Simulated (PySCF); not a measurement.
# Stationary points of CrF₅⁺

These are results of PBE0/[Cr def2-SVP, F def2-SVP], no relativity, density fitting, PySCF, not measurements.

Relaxations began from a few typed shapes. The search is not exhaustive: other isomers or separated fragments can lie lower, and high-lying points may rest on an excited occupation.

Task: Which is the lowest minimum found?
A. singlet C4v: Cr–F 1.605 Å, Cr–F 1.656 Å (×4); F–Cr–F 85.7° (×4), F–Cr–F 105.9° (×4), F–Cr–F 148.3° (×2)
B. singlet D3h: Cr–F 1.630 Å (×3), Cr–F 1.667 Å (×2); F–Cr–F 90.0° (×6), F–Cr–F 120.0° (×3), F–Cr–F 180.0°

Result: B. The others lie at 1.4 (singlet C4v) kJ/mol above it.

Formally Cr is in oxidation state +6, d0. The polar-tensor charge on Cr, 2.66, is far below the formal one.

For the lowest minimum: stability towards spin polarisation was not tested.
